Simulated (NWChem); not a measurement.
System: BN2H4F; SMILES NB(F)N

The following NWChem deck was run.

```
start job
memory heap 200 mb stack 900 mb global 1100 mb
geometry units angstroms noautoz
  B      0.000000     0.000000    -0.018340
  F      0.000000     0.000000    -1.368566
  N     -1.251104     0.000000     0.636870
  H     -2.113577     0.000000     0.112548
  H     -1.371504     0.000000     1.637830
  N      1.251104     0.000000     0.636870
  H      1.371504     0.000000     1.637830
  H      2.113577     0.000000     0.112548
end
basis spherical
  * library def2-svpd
end
dft
  xc b3lyp
  iterations 150
  vectors input atomic output neutral.movecs
end
task dft energy
charge 1
dft
  odft
  mult 2
  vectors input atomic output cation.movecs
end
task dft energy
charge -1
dft
  odft
  mult 2
  vectors input atomic output anion.movecs
end
task dft energy
```

Parts of the log:

```
             Northwest Computational Chemistry Package (NWChem) 7.3.0
             --------------------------------------------------------

 C2V symmetry detected

                             Geometry "geometry" -> ""
                             -------------------------

 Output coordinates in angstroms (scale by  1.889725989 to convert to a.u.)

  No.       Tag          Charge          X              Y              Z
 ---- ---------------- ---------- -------------- -------------- --------------
    1 B                    5.0000     0.00000000     0.00000000    -0.01859444
    2 F                    9.0000     0.00000000     0.00000000    -1.36882044
    3 N                    7.0000    -1.25110400     0.00000000     0.63661556
    4 H                    1.0000    -2.11357700     0.00000000     0.11229356
    5 H                    1.0000    -1.37150400     0.00000000     1.63757556
    6 N                    7.0000     1.25110400     0.00000000     0.63661556
    7 H                    1.0000     1.37150400     0.00000000     1.63757556
    8 H                    1.0000     2.11357700     0.00000000     0.11229356

 Effective nuclear repulsion energy (a.u.)     114.6925562700

      Symmetry information
      --------------------

 Group name             C2v
 Group number             16
 Group order               4
 No. of unique centers     5

                                 NWChem DFT Module
                                 -----------------

 Summary of "ao basis" -> "ao basis" (spherical)
 ------------------------------------------------------------------------------
       Tag                 Description            Shells   Functions and Types
 ---------------- ------------------------------  ------  ---------------------
 B                         def2-svpd                 8       20   4s2p2d
 F                         def2-svpd                 9       23   4s3p2d
 N                         def2-svpd                 8       20   4s2p2d
 H                         def2-svpd                 4        8   2s2p

      Symmetry analysis of basis
      --------------------------

        a1         47
        a2         14
        b1         35
        b2         19

            General Information
            -------------------
          SCF calculation type: DFT
          Wavefunction type:  closed shell.
          No. of atoms     :     8
          No. of electrons :    32
           Alpha electrons :    16
            Beta electrons :    16
          Charge           :     0
          Spin multiplicity:     1
          Use of symmetry is: on ; symmetry adaption is: on
          Maximum number of iterations: 150
          AO basis - number of functions:   115
                     number of shells:    49
          Convergence on energy requested:  1.00D-06
          Convergence on density requested:  1.00D-05
          Convergence on gradient requested:  5.00D-04

              XC Information
              --------------
                         B3LYP Method XC Potential
                     Hartree-Fock (Exact) Exchange  0.200
                        Slater Exchange Functional  0.800 local
                    Becke 1988 Exchange Functional  0.720 non-local
              Lee-Yang-Parr Correlation Functional  0.810
                  VWN I RPA Correlation Functional  0.190 local

             Grid Information
             ----------------
          Grid used for XC integration:  medium
          Radial quadrature: Mura-Knowles
          Angular quadrature: Lebedev.
          Tag              B.-S. Rad. Rad. Pts. Rad. Cut. Ang. Pts.
          ---              ---------- --------- --------- ---------
          B                   0.85       49           8.0       434
          F                   0.50       49          10.0       434
          N                   0.65       49          10.0       434
          H                   0.35       45          11.0       434
          Grid pruning is: on
          Number of quadrature shells:   237
          Spatial weights used:  Erf1

      Superposition of Atomic Density Guess
      -------------------------------------

 Sum of atomic energies:        -234.28755926

      Non-variational initial energy
      ------------------------------

 Total energy =    -236.138206
 1-e energy   =    -547.410720
 2-e energy   =     196.579958
 HOMO         =      -0.342537
 LUMO         =       0.029523

      Symmetry analysis of molecular orbitals - initial
      -------------------------------------------------

  Numbering of irreducible representations:

     1 a1          2 a2          3 b1          4 b2

  Orbital symmetries:

     1 a1          2 a1          3 b1          4 a1          5 a1
     6 a1          7 b1          8 a1          9 b1         10 a1
    11 b2         12 a1         13 b1         14 b1         15 b2
    16 a2         17 a1         18 b1         19 a1         20 a1
    21 b2         22 b1         23 a1         24 b2         25 a1
    26 b2

   convergence    iter        energy       DeltaE   RMS-Dens  Diis-err
 ---------------- ----- ----------------- --------- --------- ---------
 d= 0,ls=0.0,diis     1   -236.5348611281 -3.51D+02  1.56D-02  6.47D-01
 d= 0,ls=0.0,diis     2   -236.5443091198 -9.45D-03  5.00D-03  7.63D-01
 d= 0,ls=0.0,diis     3   -236.6088836992 -6.46D-02  9.82D-04  2.82D-02
 d= 0,ls=0.0,diis     4   -236.6108595245 -1.98D-03  3.00D-04  3.10D-03
 d= 0,ls=0.0,diis     5   -236.6111196274 -2.60D-04  8.78D-05  2.44D-04
  Resetting Diis
 d= 0,ls=0.0,diis     6   -236.6111444655 -2.48D-05  6.17D-06  3.18D-07
 d= 0,ls=0.0,diis     7   -236.6111444947 -2.92D-08  1.51D-06  1.22D-08

         Total DFT energy =     -236.611144494724
      One electron energy =     -551.518205084125
           Coulomb energy =      230.133945847351
    Exchange-Corr. energy =      -29.919441527924
 Nuclear repulsion energy =      114.692556269974

 Numeric. integr. density =       32.000005389921

                  Occupations of the irreducible representations
                  ----------------------------------------------

                     irrep           alpha         beta
                     --------     --------     --------
                     a1                8.0          8.0
                     a2                1.0          1.0
                     b1                5.0          5.0
                     b2                2.0          2.0

                       DFT Final Molecular Orbital Analysis
                       ------------------------------------

 Vector   14  Occ=2.000000D+00  E=-3.853049D-01  Symmetry=b1
              MO Center= -3.5D-13,  1.1D-28, -7.8D-01, r^2= 1.8D+00
   Bfn.  Coefficient  Atom+Function         Bfn.  Coefficient  Atom+Function
  ----- ------------  ---------------      ----- ------------  ---------------
    25      0.576430  2 F  px                28     -0.380106  2 F  px
     5     -0.184873  1 B  px                48      0.173566  3 N  px
    84      0.173566  6 N  px                31     -0.127940  2 F  px
    50     -0.121658  3 N  pz                86      0.121658  6 N  pz
    72      0.096339  5 H  s                100     -0.096339  7 H  s

 Vector   15  Occ=2.000000D+00  E=-3.106937D-01  Symmetry=b2
              MO Center=  2.2D-14, -5.1D-16,  3.6D-01, r^2= 2.5D+00
   Bfn.  Coefficient  Atom+Function         Bfn.  Coefficient  Atom+Function
  ----- ------------  ---------------      ----- ------------  ---------------
    49      0.359357  3 N  py                85      0.359357  6 N  py
    26     -0.254521  2 F  py                52     -0.232628  3 N  py
    88     -0.232628  6 N  py                 6      0.216219  1 B  py
    29      0.178419  2 F  py                 9     -0.096912  1 B  py
    17     -0.053330  1 B  d -1              12     -0.032142  1 B  d -1

 Vector   16  Occ=2.000000D+00  E=-2.576333D-01  Symmetry=a2
              MO Center= -2.2D-14,  2.9D-16,  6.3D-01, r^2= 2.6D+00
   Bfn.  Coefficient  Atom+Function         Bfn.  Coefficient  Atom+Function
  ----- ------------  ---------------      ----- ------------  ---------------
    49      0.429158  3 N  py                85     -0.429158  6 N  py
    52     -0.297798  3 N  py                88      0.297798  6 N  py
    16      0.061488  1 B  d -2              11      0.046850  1 B  d -2
    78     -0.038977  5 H  py               106      0.038977  7 H  py
    70     -0.029824  4 H  py               114      0.029824  8 H  py

 Vector   17  Occ=0.000000D+00  E=-2.313208D-03  Symmetry=a1
              MO Center=  1.0D-13,  6.0D-16,  7.6D-01, r^2= 9.5D+00
   Bfn.  Coefficient  Atom+Function         Bfn.  Coefficient  Atom+Function
  ----- ------------  ---------------      ----- ------------  ---------------
     4      2.364470  1 B  s                 24     -0.747766  2 F  s
    73     -0.602491  5 H  s                101     -0.602491  7 H  s
    20      0.312628  1 B  d  2              79      0.311786  5 H  pz
   107      0.311786  7 H  pz                18      0.295113  1 B  d  0
    45     -0.198857  3 N  s                 65     -0.198744  4 H  s

 Vector   18  Occ=0.000000D+00  E= 4.477637D-02  Symmetry=b1
              MO Center= -4.0D-13,  4.6D-16,  7.2D-01, r^2= 1.0D+01
   Bfn.  Coefficient  Atom+Function         Bfn.  Coefficient  Atom+Function
  ----- ------------  ---------------      ----- ------------  ---------------
    47      7.608598  3 N  s                 83     -7.608598  6 N  s
    65     -2.455289  4 H  s                109      2.455289  8 H  s
     8      2.303424  1 B  px                73     -2.290207  5 H  s
   101      2.290207  7 H  s                 69     -0.837956  4 H  px
   113     -0.837956  8 H  px                79      0.788574  5 H  pz

 Vector   19  Occ=0.000000D+00  E= 6.081667D-02  Symmetry=a1
              MO Center= -4.0D-13,  1.7D-15,  6.6D-01, r^2= 9.8D+00
   Bfn.  Coefficient  Atom+Function         Bfn.  Coefficient  Atom+Function
  ----- ------------  ---------------      ----- ------------  ---------------
    47      6.225219  3 N  s                 83      6.225219  6 N  s
     3     -4.928052  1 B  s                 73     -2.533290  5 H  s
   101     -2.533290  7 H  s                  4     -1.791483  1 B  s
    79      1.090435  5 H  pz               107      1.090435  7 H  pz
    18      1.054485  1 B  d  0              20     -0.979661  1 B  d  2

     Multipole analysis of the density
     ---------------------------------

     L   x y z        total         alpha         beta         nuclear
     -   - - -        -----         -----         ----         -------
     0   0 0 0     -0.000000    -16.000000    -16.000000     32.000000

     1   1 0 0      0.000000      0.000000      0.000000     -0.000000
     1   0 1 0     -0.000000     -0.000000     -0.000000      0.000000
     1   0 0 1      0.929386      0.464693      0.464693      0.000000

     2   2 0 0    -13.132840    -68.363900    -68.363900    123.594961
     2   1 1 0     -0.000000     -0.000000     -0.000000      0.000000
     2   1 0 1     -0.000000     -0.000000     -0.000000      0.000000
     2   0 2 0    -19.266107     -9.633054     -9.633054      0.000000
     2   0 1 1     -0.000000     -0.000000     -0.000000      0.000000
     2   0 0 2    -16.702767    -58.216282    -58.216282     99.729797

                                 NWChem DFT Module
                                 -----------------

      Symmetry analysis of basis
      --------------------------

        a1         47
        a2         14
        b1         35
        b2         19

            General Information
            -------------------
          SCF calculation type: DFT
          Wavefunction type:  spin polarized.
          No. of atoms     :     8
          No. of electrons :    31
           Alpha electrons :    16
            Beta electrons :    15
          Charge           :     1
          Spin multiplicity:     2
          Use of symmetry is: on ; symmetry adaption is: on
          Maximum number of iterations: 150
          AO basis - number of functions:   115
                     number of shells:    49
          Convergence on energy requested:  1.00D-06
          Convergence on density requested:  1.00D-05
          Convergence on gradient requested:  5.00D-04

              XC Information
              --------------
                         B3LYP Method XC Potential
                     Hartree-Fock (Exact) Exchange  0.200
                        Slater Exchange Functional  0.800 local
                    Becke 1988 Exchange Functional  0.720 non-local
              Lee-Yang-Parr Correlation Functional  0.810
                  VWN I RPA Correlation Functional  0.190 local

             Grid Information
             ----------------
          Grid used for XC integration:  medium
          Radial quadrature: Mura-Knowles
          Angular quadrature: Lebedev.
          Tag              B.-S. Rad. Rad. Pts. Rad. Cut. Ang. Pts.
          ---              ---------- --------- --------- ---------
          B                   0.85       49           8.0       434
          F                   0.50       49          10.0       434
          N                   0.65       49          10.0       434
          H                   0.35       45          11.0       434
          Grid pruning is: on
          Number of quadrature shells:   237
          Spatial weights used:  Erf1

      Superposition of Atomic Density Guess
      -------------------------------------

 Sum of atomic energies:        -234.28755926

 Renormalizing density from      32.00 to     31

      Non-variational initial energy
      ------------------------------

 Total energy =    -231.125895
 1-e energy   =    -530.304135
 2-e energy   =     184.485683
 HOMO         =      -0.678753
 LUMO         =      -0.194793

   Symmetry analysis of molecular orbitals - initial alpha
   -------------------------------------------------------

  Numbering of irreducible representations:

     1 a1          2 a2          3 b1          4 b2

  Orbital symmetries:

     1 a1          2 a1          3 b1          4 a1          5 a1
     6 a1          7 b1          8 a1          9 b1         10 b2
    11 a1         12 a1         13 b1         14 b1         15 b2
    16 a2         17 b2         18 a1         19 b1         20 a1
    21 a1         22 b1         23 a1         24 a1         25 b2
    26 b2

   Symmetry analysis of molecular orbitals - initial beta
   ------------------------------------------------------

  Numbering of irreducible representations:

     1 a1          2 a2          3 b1          4 b2

  Orbital symmetries:

     1 a1          2 a1          3 b1          4 a1          5 a1
     6 a1          7 b1          8 a1          9 b1         10 b2
    11 a1         12 a1         13 b1         14 b1         15 b2
    16 a2         17 b2         18 a1         19 b1         20 a1
    21 a1         22 b1         23 a1         24 a1         25 b2
    26 b2

[...]
```

Level: B3LYP/def2-SVPD, vertical spin-unrestricted ions. Structure relaxed at the PBE0/def2-SVP level. B3LYP is NWChem's, with the RPA form of VWN correlation.
